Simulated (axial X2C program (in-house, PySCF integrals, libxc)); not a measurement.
## CuTe⁻: properties at the nuclei

Computed with an axial X2C code built on PySCF integrals: two-component X2C with atomic mean-field Coulomb and Gaunt terms, Gaussian nuclei, basis Te dyall-acv3z, Cu dyall-acv3z with contracted cores.

R = 2.350 Å (near the PBE0 minimum at charge -1 of the determinant lowest at the starting distance; the state shown can have its own minimum elsewhere).

Determinant lowest in the PBE0 search, Ω = 0 (closed shell), highest spinor 78% Te p, 12% Cu p, 9% Cu d:

| level | qzz Te (a.u.) | qzz Cu (a.u.) |
| --- | --- | --- |
| PBE0 | 5.75 | 0.67 |
| TPSSh | 6.00 | 0.79 |
| PBE | 6.20 | 0.96 |
| PBE50 | 5.13 | 0.39 |

Determinant 0.74 eV from it at PBE0 and this distance, Ω = 2 (⟨Sz⟩ = 1.00, ⟨Lz⟩ = 1.00 at PBE0), spin on the atoms Te 0.52, Cu 0.48:

| level | Eeff magnitude (GV/cm) | Ws magnitude Te (kHz) | Ws magnitude Cu (kHz) | A∥/gI Te (MHz) | qzz Te (a.u.) | A∥/gI Cu (MHz) | qzz Cu (a.u.) |
| --- | --- | --- | --- | --- | --- | --- | --- |
| PBE0 | 5.44 | 1.39 | 0.209 | 439 | -2.12 | 335 | -0.39 |
| HF | 4.07 | 1.05 | 0.134 | 405 | -3.99 | 159 | -1.01 |
| TPSSh | 5.31 | 1.34 | 0.226 | 412 | -1.45 | 389 | -0.25 |
| PBE | 5.27 | 1.34 | 0.214 | 410 | -1.04 | 371 | -0.05 |
| PBE50 | 5.18 | 1.32 | 0.194 | 456 | -3.05 | 285 | -0.70 |

Eeff is the effective electric field on the electron electric dipole moment in this Ω state and Ws the scalar–pseudoscalar constant of the nucleus named (defined with the proton number Z and per Ω); A∥ (defined per Ω) follows by multiplying with gI = μI/(I μN); qzz is the electric field gradient, eQq0 = 234.96 MHz × Q/barn × qzz. The operators were transformed with the bare-nucleus X2C matrices; with these basis sets, hyperfine constants and field gradients can be off by tens of per cent, and where levels differ in sign neither size nor sign is settled.

Each state is one determinant with collinear spin, which with several unpaired electrons need not be a pure state. Unrestricted Hartree–Fock can overshoot spin polarisation at the nuclei. For an anion, determinants above electron detachment, or with a positive highest level, are held by the basis set. With several open shells hyperfine constants can be off by a factor of several. Open-shell Ω = 0 determinants with evenly filled partner blocks cannot be reached by this program, so the Ω shown need not be the lowest component. Left out as unconverged or as another state under the same occupation: HF in at least one table. The search compared states at one distance, so a state with another bond length can lie lower. Further determinants of the search, some of them spin-mixed, are not shown. Where a field gradient or hyperfine factor spreads by more than a factor of two over the levels, a constant derived from it is not to be relied on. PBE0 term energies can be off by some tenths of an eV.
